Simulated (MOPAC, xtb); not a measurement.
Noncovalent pair: CH4O (SMILES CO) (first 6 atoms) with GeH4 (SMILES [GeH4]); geometry from B3LYP-D3(BJ)/def2-TZVP, rigid monomers moved along the line of their centres of mass till O2···Ge7 is 4.46 Å.
(charge 0, multiplicity 1):
```tsv
atom	x (Å)	y (Å)	z (Å)
C	0.3585	0.1630	-0.0492
O	0.3032	-1.0143	0.7466
H	0.2373	-0.0577	-1.1147
H	1.3442	0.5990	0.1044
H	-0.3957	0.8976	0.2523
H	-0.5602	-1.4244	0.6342
Ge	-0.2429	0.2715	4.9773
H	-0.0480	-1.2450	5.0873
H	-1.4778	0.5868	4.1183
H	0.9990	0.9383	4.3743
H	-0.4821	0.8476	6.3873
```

Counterpoise-corrected where a basis set is named; no monomer relaxation.

The state reached by PM3, PM7 isn't checked; PM7 holds dispersion and hydrogen-bond terms.

Codes used: MOPAC for PM3, PM7 (differences of heats of formation); xtb for the GFN methods. Values without a source in brackets are computed.

**Question.** One of these levels gives -0.35 kcal/mol for the interaction energy. Name it.
(A) GFN2-xTB
(B) PM3
(C) PM7

**Answer.** C, PM7. The others give 0.35 (PM3), -0.82 (GFN2-xTB)
